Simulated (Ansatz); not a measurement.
# Energy profile

The step: BH₃O₃ ([OH][B]([OH])[OH]) + PH₃ → BPH₄O₂ ([OH][B]([OH])[PH2]) + H₂O; bonds formed: B1–P6, O2–H5; bonds broken: B1–O2, H5–P6 (atoms numbered as in the saddle structure below).

B1  (-0.303, 0.007, -0.449)
O2  (0.867, 1.003, -0.688)
O3  (-0.040, -1.105, -1.270)
O4  (-1.562, 0.622, -0.413)
H5  (1.216, 0.813, 0.527)
P6  (0.373, -0.193, 1.544)
H7  (1.493, 0.609, -1.309)
H8  (-0.807, -1.676, -1.337)
H9  (-1.729, 1.136, -1.207)
H10  (-0.405, 0.213, 2.642)
H11  (0.897, -1.429, 1.960)
(Å)

Electronic energies by CCSD(T) at an estimated basis limit (MP2 extrapolated from triple and quadruple zeta, plus CCSD(T) − MP2 in triple zeta), on PBE0-D4/def2-TZVP structures; BPH6O3, closed shell; no counterpoise correction. Program: Ansatz 0.2.0. Basis: def2-TZVPP and def2-QZVPP. Cores are frozen in the correlated methods. Extrapolation: Hartree–Fock as exp(−7.88 √X), correlation as X^−2.97.

Task: Give the profile in kJ/mol, counted from the separated reactants. (An estimate is asked for; the value comes from the calculation.)

Result: By the calculation:
```tsv
point	kJ/mol
separated: BH3O3 (linked as [OH][B]([OH])[OH]; B1, O2, O3, O4, H7, H8, H9; singlet) + PH3 (H5, P6, H10, H11; singlet)	0.0
start structure	-16.1
saddle	244.9
end structure	109.3
separated: BPH4O2 (linked as [OH][B]([OH])[PH2]; B1, O3, O4, P6, H8, H9, H10, H11; singlet) + H2O (O2, H5, H7; singlet)	126.6
```

No T1 diagnostic of these runs exceeds 0.014.

For scale, one of the runs: CCSD(T)/def2-TZVPP, 250 basis functions, launched by `ansatz run in.yaml --threads 8 --pin off --events-out ev --progress --plain --max-ram 19148MiB`. Hardware: 8 CPU threads of an Arm Neoverse V1, shared host. Wall time 100 s; peak host memory 5.6 GiB.
